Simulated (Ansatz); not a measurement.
RuO₂. Total charge 0; triplet. Geometry PBE0-D4/def2-TZVP, that of the charge +1 doublet; atoms count from 1.

Cartesian coordinates in Å:
```
Ru 0.045 -0.196 0.384
O -1.497 0.195 0.031
O 1.452 0.000 -0.415
```

In the def2 sets Ru takes a core potential; there is no spin–orbit coupling. At PBE0-D4/def2-TZVP a singlet of charge 0 lies 0.06 eV below the triplet at the same geometry. The structure comes from a short search, and lower isomers may exist.

(1) Estimate the Mulliken populations from the PBE0/def2-TZVP orbitals of Ansatz.

(2) Where does the spin sit?

(3) And the Mayer bond orders between bonded heavy atoms (over 0.3)?

Results:

(1) 
```json
{"atom": "Ru1", "charge (e)": "1.13", "spin (α − β)": "1.79", "d electrons": "6.09"}
{"atom": "O2", "charge (e)": "-0.57", "spin (α − β)": "0.10", "d electrons": "–"}
{"atom": "O3", "charge (e)": "-0.57", "spin (α − β)": "0.10", "d electrons": "–"}
```
Mulliken values and Mayer orders depend strongly on the basis.

(2) Summed by element: Ru 1.79, O 0.21, of 2 unpaired in all. Largest on single atoms: Ru1 1.79, O2 0.10, O3 0.10.

(3) Ru1–O2 1.83 (1.63 Å); Ru1–O3 1.83 (1.63 Å). Values over 0.3 also appear between atoms too far apart for a bond (O2–O3 0.40 at 2.99 Å); they arise where an orbital or an unpaired electron spreads over both atoms.
